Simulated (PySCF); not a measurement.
SMILES c1cccc(-c2ccccc2)c1C=O (C₁₃H₁₀O), GFN2-xTB optimised geometry.

```
24

O     -3.13    -0.76     0.09
C     -1.94    -0.67    -0.12
C     -1.16     0.57     0.00
C     -1.85     1.78     0.04
C     -1.18     2.98     0.05
C      0.21     2.98     0.02
C      0.91     1.79     0.00
C      0.24     0.57     0.00
C      1.02    -0.68     0.05
C      0.75    -1.65     1.02
C      1.51    -2.80     1.08
C      2.54    -3.01     0.18
C      2.82    -2.05    -0.78
C      2.07    -0.89    -0.85
H     -1.36    -1.55    -0.45
H     -2.93     1.74     0.04
H     -1.72     3.91     0.08
H      0.75     3.92     0.03
H      1.99     1.79     0.00
H     -0.04    -1.48     1.73
H      1.29    -3.54     1.84
H      3.13    -3.92     0.23
H      3.62    -2.21    -1.49
H      2.28    -0.15    -1.60
```

Density from PySCF with CAM-B3LYP/def2-SVP at that geometry.

Minimum of the electron density along straight lines between bonded atoms, close to the bond critical point (lines longer than 1.1 times the sum of covalent radii, or with two minima, are not listed):

```
bond     length / Å  ρ at the minimum / e bohr⁻³  ∇²ρ there / e bohr⁻⁵  position (fraction from the first atom)
-------  ----------  ---------------------------  --------------------  ---------------------------------------
O1–C2         1.206                   (withheld)                  0.45                                     0.67
C2–C3         1.468                        0.279                 -0.71                                     0.50
C3–C4         1.396                        0.308                 -0.79                                     0.50
C4–C5         1.379                        0.318                 -0.84                                     0.50
C5–C6         1.387                        0.314                 -0.82                                     0.50
C6–C7         1.383                        0.316                 -0.83                                     0.50
C3–C8         1.404                        0.303                 -0.75                                     0.50
C7–C8         1.392                        0.311                 -0.80                                     0.50
C8–C9         1.471                        0.273                 -0.68                                     0.50
C9–C10        1.393                        0.310                 -0.79                                     0.50
C10–C11       1.383                        0.316                 -0.82                                     0.50
C11–C12       1.385                        0.315                 -0.82                                     0.50
C12–C13       1.385                        0.315                 -0.82                                     0.50
C9–C14        1.392                        0.310                 -0.79                                     0.50
C13–C14       1.383                        0.316                 -0.83                                     0.50
C2–H15        1.107                        0.279                 -1.07                                     0.64
C4–H16        1.080                        0.286                 -1.14                                     0.65
C5–H17        1.080                        0.284                 -1.10                                     0.64
C6–H18        1.080                        0.285                 -1.11                                     0.64
C7–H19        1.080                        0.284                 -1.10                                     0.64
C10–H20       1.081                        0.284                 -1.10                                     0.64
C11–H21       1.080                        0.284                 -1.10                                     0.64
C12–H22       1.080                        0.284                 -1.10                                     0.63
C13–H23       1.080                        0.284                 -1.09                                     0.63
C14–H24       1.081                        0.284                 -1.10                                     0.64
```

Problem. Some entries are withheld; supply them.

Solution. 
- O1–C2, ρ at the minimum / e bohr⁻³: 0.412
